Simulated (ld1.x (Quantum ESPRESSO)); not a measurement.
**Plane-wave convergence, PAW potential for hafnium**

hafnium (Hf), PAW, made with ld1.x (Quantum ESPRESSO) 7.5 (PBE, scalar-relativistic). Core [Kr] 4d10, reference 4f14 5s2 5p6 5d2 6s1 6p1. Waves: 5s (bound): rcut 1.65, rcutus 1.95 bohr; 6s (bound): rcut 1.65, rcutus 1.95 bohr; 5p (bound): rcut 2.45, rcutus 2.85 bohr; 6p (bound): rcut 2.45, rcutus 2.85 bohr; 5d (bound): rcut 1.90, rcutus 2.25 bohr; 5d channel at 0.4 Ry: rcut 1.90, rcutus 2.25 bohr; 4f (bound): rcut 0.95, rcutus 1.30 bohr; 4f channel at 0.25 Ry: rcut 0.95, rcutus 1.30 bohr. Local part: all-electron potential smoothed inside 1.20 bohr (lloc = -1). Core correction: Bessel-smoothed model core inside 0.75 bohr. Augmentation charge: PSQ, inside the norm-conserving radii.

The pseudo-atom Hamiltonian at the reference potential is diagonalised in spherical Bessel functions j_l(qr) that vanish at 20 bohr, with q² up to the cutoff. All-electron valence levels (Ry): 5s -5.0337, 6s -0.4411, 5p -2.7225, 6p -0.1516, 5d -0.2850, 4f -1.3450.

Task: How do the lowest levels (Ry) of each channel move with the cutoff, and are there ghosts?

Result:

```csv
cutoff (Ry),s #1,s #2,s #3,p #1,p #2,d #1,d #2,f #1,Σ f·Δε (mRy)
8,-4.9748,-0.3918,-0.0230,-2.7149,-0.1515,-0.1638,0.0364,0.0838,20459.3
21,-5.0334,-0.4390,-0.0291,-2.7224,-0.1516,-0.2848,0.0299,0.0835,20003.1
45,-5.0337,-0.7187,-0.4410,-2.7224,-0.1516,-0.2850,0.0299,-1.2346,1546.9
70,-5.0337,-3.1681,-0.4411,-2.7224,-0.1516,-0.2850,0.0299,-1.3389,87.0
120,-5.0337,-3.4270,-0.4411,-2.7225,-0.1516,-0.2850,0.0299,-1.3448,3.8
230,-5.0337,-3.4307,-0.4411,-2.7225,-0.1516,-0.2850,0.0299,-1.3450,0.3
400,-5.0337,-3.4307,-0.4411,-2.7225,-0.1516,-0.2850,0.0299,-1.3451,0.0
```

Result: ghost state, extra bound levels that the all-electron valence spectrum of the same l lacks: s at -46.7 eV (a true bound ghost makes a file unfit for plane-wave use); 10 mRy is reached at 110 Ry and 1 mRy at 180 Ry.

Test run stopped at test 4 of 7 (negative rho).
